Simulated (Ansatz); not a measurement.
Coupled-cluster run, CH3GaOS (`[OH][Ga]1[CH2][S]1`).

```yaml
crystal:
  periodic: [false, false, false]
  atoms:
    - {symbol: O, position_ang: [-1.927479, 0.829639, -1.124026]}
    - {symbol: Ga, position_ang: [-0.592746, 0.014532, -0.318291]}
    - {symbol: C, position_ang: [1.061533, -0.317186, 0.603145]}
    - {symbol: S, position_ang: [0.106790, -1.939357, 0.276713]}
    - {symbol: H, position_ang: [-1.816780, 1.782534, -1.172669]}
    - {symbol: H, position_ang: [2.008505, -0.275106, 0.073946]}
    - {symbol: H, position_ang: [1.160185, -0.095056, 1.661182]}
basis:
  gaussian: {orbitals: def2-SVP}
correlation: {method: ccsd_t}
```

```sh
$ ansatz run in.yaml --threads 2 --pin off --events-out ev --progress --plain --max-ram 32768MiB --backend cpu
```

The program prints (abridged):

```
Functional definition: HF
912 factors; integrals over basis functions are off by at most 9.7e-4 eV
mean field evaluation 1: about -66251.0234 eV, gradient 3.7e1 eV
mean field evaluation 2: about -66251.0276 eV, gradient 3.7e1 eV
mean field evaluation 4: about -66254.0074 eV, gradient 3.2e0 eV
mean field evaluation 8: about -66254.0456 eV, gradient 3.3e-4 eV
mean field -66254.04558938 eV, -2434.7912668046 hartree, gradient 3.0e-6 eV, S^2 0.000000; 0 other end points of the search recorded, 0 dependent functions left out
16 core orbitals not correlated: weight in the atoms' cores, before any rotation towards them, 1.000 or more for the frozen orbitals, at most 0.000 for the correlated occupied ones
reference -66254.04558938 eV, -2434.7912668046 hartree; 16, 16 occupied and 61, 61 virtual orbitals, 912 factors
second order -18.12748467 eV of doubles, -0.00000000 eV of singles
cycle   1  -17.86279889 eV  change    2.6e-1 eV  update   1.2e-1
cycle   2  -18.43234994 eV  change   -5.7e-1 eV  update   3.7e-2
cycle   3  -18.55751264 eV  change   -1.3e-1 eV  update   2.0e-2
cycle   4  -18.54766245 eV  change    9.9e-3 eV  update   5.2e-3
cycle   5  -18.54508750 eV  change    2.6e-3 eV  update   2.3e-3
cycle   6  -18.54513717 eV  change   -5.0e-5 eV  update   7.7e-4
cycle   7  -18.54483834 eV  change    3.0e-4 eV  update   2.8e-4
cycle   8  -18.54476888 eV  change    6.9e-5 eV  update   1.0e-4
cycle   9  -18.54478815 eV  change   -1.9e-5 eV  update   4.0e-5
cycle  10  -18.54477841 eV  change    9.7e-6 eV  update   1.6e-5
perturbative correction -0.63652960 eV, -0.0233920312 hartree
Total energy: -66273.22689738 eV, -2435.4961668722 hartree
```

Run time 6.5 s (2 threads of an AMD EPYC 7R13 on a shared host); peak host memory 0.95 GiB.

The correlation energy is -19.181 eV, 3.3 % of it from (T); the T1 diagnostic reads 0.0153.
